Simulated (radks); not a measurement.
Results of a calculation; reference values are marked as such.
Q: Radial electron density D(r) = 4 pi r^2 rho(r) of an atom or ion with 7 electrons. Level of theory: non-relativistic Kohn-Sham, LDA (Slater exchange, VWN5 correlation), spin-polarised, spherical densities, point nucleus (a radial shooting solver on a logarithmic mesh with Libxc functionals).

| r (bohr) | D(r) (e/bohr) | spin D(r) |
|---|---|---|
| 0.02122 | 0.8564 | -0.0000135 |
| 0.02354 | 1.021 | 9.90e-07 |
| 0.02633 | 1.228 | 0.0000294 |
| 0.02922 | 1.453 | 0.0000743 |
| 0.03268 | 1.732 | 0.000154 |
| 0.03655 | 2.053 | 0.000282 |
| 0.04056 | 2.391 | 0.000469 |
| 0.04537 | 2.798 | 0.000779 |
| 0.05034 | 3.216 | 0.00121 |
| 0.05631 | 3.704 | 0.00192 |
| 0.06248 | 4.188 | 0.00289 |
| 0.06988 | 4.731 | 0.00444 |
| 0.07816 | 5.282 | 0.00672 |
| 0.08673 | 5.781 | 0.00979 |
| 0.09701 | 6.284 | 0.0145 |
| 0.1076 | 6.692 | 0.0208 |
| 0.1204 | 7.040 | 0.0302 |
| 0.1336 | 7.251 | 0.0424 |
| 0.1494 | 7.331 | 0.0605 |
| 0.1671 | 7.238 | 0.0853 |
| 0.1855 | 6.989 | 0.116 |
| 0.2074 | 6.553 | 0.160 |
| 0.2302 | 6.013 | 0.213 |
| 0.2574 | 5.326 | 0.286 |
| 0.2857 | 4.640 | 0.371 |
| 0.3195 | 3.916 | 0.483 |
| 0.3574 | 3.274 | 0.618 |
| 0.3965 | 2.805 | 0.764 |
| 0.4435 | 2.478 | 0.942 |
| 0.4922 | 2.352 | 1.12 |
| 0.5505 | 2.395 | 1.32 |
| 0.6108 | 2.566 | 1.51 |
| 0.6832 | 2.831 | 1.69 |
| 0.7642 | 3.111 | 1.83 |
| 0.8479 | 3.322 | 1.92 |
| 0.9484 | 3.443 | 1.95 |
| 1.052 | 3.427 | 1.92 |
| 1.177 | 3.263 | 1.81 |
| 1.306 | 2.988 | 1.66 |
| 1.461 | 2.592 | 1.45 |
| 1.634 | 2.139 | 1.21 |
| 1.813 | 1.709 | 0.984 |
| 2.028 | 1.275 | 0.754 |
| 2.25 | 0.9238 | 0.563 |
| 2.517 | 0.6175 | 0.391 |
| 2.793 | 0.4020 | 0.264 |
| 3.124 | 0.2377 | 0.164 |
| 3.494 | 0.1310 | 0.0949 |
| 3.877 | 0.07043 | 0.0534 |
| 4.336 | 0.03336 | 0.0266 |
| 4.812 | 0.01539 | 0.0128 |
| 5.382 | 0.006091 | 0.00529 |
| 5.972 | 0.002341 | 0.00211 |
| 6.679 | 0.0007460 | 0.000692 |

What is the nuclear charge?

A: Z = 7. The innermost maximum, from 1s, lies near 1/Z = 0.143 bohr (found: 0.149), and its height grows with Z. The density is that of neutral nitrogen in [He] 2s2 2p3; the configuration itself is not fixed sharply by these data. D(r) has 2 maxima, at r = 0.149, 0.987 bohr, and minima at 0.504 bohr, inside which lie 2.17 electrons.
